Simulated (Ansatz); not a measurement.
Input for Ansatz (a first-principles code): R-CCSD(T)/cc-pV(D+d)Z on C3H10O3Si (SMILES CC(C)[Si](O)(O)O), a point of a bond scan (R = 1.867 Å). Files ending in .json are basis or fitting sets from the Basis Set Exchange.

Ansatz 0.2 input:
```yaml
crystal:
  periodic: [false, false, false]
  atoms:
    - {symbol: C, position_ang: [-1.17737889, 1.74083409, -0.80566290]}
    - {symbol: C, position_ang: [-1.18307671, 0.34293214, -0.17029875]}
    - {symbol: C, position_ang: [-1.83604221, -0.68399579, -1.10674259]}
    - {symbol: Si, position_ang: [0.52681883, -0.18801892, 0.36023218]}
    - {symbol: O, position_ang: [1.40812049, -0.25850565, -1.03393651]}
    - {symbol: O, position_ang: [1.20311931, 0.82449385, 1.46411534]}
    - {symbol: O, position_ang: [0.53735498, -1.62106473, 1.16478110]}
    - {symbol: H, position_ang: [-0.56933819, 1.75711917, -1.71253759]}
    - {symbol: H, position_ang: [-0.78361098, 2.49800080, -0.12335175]}
    - {symbol: H, position_ang: [-2.19035937, 2.04774701, -1.07974763]}
    - {symbol: H, position_ang: [-1.77438032, 0.38895409, 0.75188948]}
    - {symbol: H, position_ang: [-2.84848622, -0.37367803, -1.37899438]}
    - {symbol: H, position_ang: [-1.26320040, -0.79288715, -2.02999020]}
    - {symbol: H, position_ang: [-1.91367555, -1.66935588, -0.64111058]}
    - {symbol: H, position_ang: [2.33268046, -0.51107005, -0.96443310]}
    - {symbol: H, position_ang: [1.36027611, 1.73132240, 1.19311051]}
    - {symbol: H, position_ang: [0.26485923, -2.40189813, 0.67846066]}
basis:
  gaussian:
    orbitals: cc-pV_D+d_Z.json
    pivot_positions_ang: [[-1.17737889, 1.74083409, -0.80566290], [-1.18307671, 0.34293214, -0.17029875], [-1.83604221, -0.68399579, -1.10674259], [0.52681883, -0.18801892, 0.36023218], [1.40812049, -0.25850565, -1.03393651], [1.20311931, 0.82449385, 1.46411534], [0.53735498, -1.62106473, 1.16478110], [-0.56933819, 1.75711917, -1.71253759], [-0.78361098, 2.49800080, -0.12335175], [-2.19035937, 2.04774701, -1.07974763], [-1.77438032, 0.38895409, 0.75188948], [-2.84848622, -0.37367803, -1.37899438], [-1.26320040, -0.79288715, -2.02999020], [-1.91367555, -1.66935588, -0.64111058], [2.33268046, -0.51107005, -0.96443310], [1.36027611, 1.73132240, 1.19311051], [0.26485923, -2.40189813, 0.67846066]]
magnetization: {spin_polarized: false}
correlation: {method: ccsd_t, electrons: outside_noble_gas}
scf: {lower_state_search: off}
output: {orbitals: {seedname: ./end}}
```

It printed:

```
WARN ansatz: RAYON_NUM_THREADS=4 ignored (pool sized by the plan → 4); use --threads N
Functional definition: HF
these checks for a lower state are left out or cut short: stability, starts, cluster_reference, orbital_swaps, neighbouring_geometries, increment
integrals: 0.46 GiB planned
1658 factors; integrals over basis functions are off by at most 3.4e-4 eV
mean field: 0.91 GiB planned
mean field evaluation 1: about -17222.1182 eV, gradient 5.5e1 eV
mean field evaluation 2: about -17222.2777 eV, gradient 5.5e1 eV
mean field evaluation 4: about -17228.4514 eV, gradient 4.2e0 eV
mean field evaluation 8: about -17228.5130 eV, gradient 2.2e-4 eV
mean field -17228.51296328 eV, -633.1361734949 hartree, gradient 6.3e-6 eV, S^2 0.000000; 0 other end points of the search recorded, 0 dependent functions left out
11 core orbitals not correlated
reference -17228.51296328 eV, -633.1361734949 hartree; 22, 22 occupied and 124, 124 virtual orbitals, 1658 factors
second order -29.71986995 eV of doubles, -0.00000000 eV of singles
coupled cluster: 1.69 GiB planned
cycle   1  -30.53172875 eV  change   -8.1e-1 eV  update   1.1e-1
cycle   2  -31.20421991 eV  change   -6.7e-1 eV  update   3.1e-2
cycle   3  -31.36196548 eV  change   -1.6e-1 eV  update   1.5e-2
cycle   4  -31.35777740 eV  change    4.2e-3 eV  update   2.9e-3
cycle   5  -31.35801249 eV  change   -2.4e-4 eV  update   1.1e-3
cycle   6  -31.35844478 eV  change   -4.3e-4 eV  update   3.1e-4
cycle   7  -31.35828244 eV  change    1.6e-4 eV  update   1.2e-4
cycle   8  -31.35823101 eV  change    5.1e-5 eV  update   3.4e-5
perturbative correction -0.78698553 eV, -0.0289211849 hartree
Total energy: -17260.65817982 eV, -634.3174884140 hartree
Checks for a lower state left out: stability, starts, cluster_reference, orbital_swaps, neighbouring_geometries, increment
```

The calculation finished and met its thresholds.

Cost: around 110 core-seconds (rough).
